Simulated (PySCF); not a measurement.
phosphorus nitride (NP), SMILES N#P. Geometry: r2SCAN-D4/def2-TZVPD.

TDA-M06-2X/def2-TZVPD (PySCF 2.14.0) puts the lowest singlet excitations at 4.23, 4.99, 4.99, 5.18, 5.18, 8.34 eV.

Q: What are the lowest excitation roots from ADC(2)/aug-cc-pVDZ (PySCF)? (An estimate is asked for; the answer gives what the named calculation found.)

A: 5.22, 5.22, 5.70, 6.02, 6.02, 7.87 eV. S1 differs by 0.99 eV (second minus first; roots are paired by order, and the bases may differ).
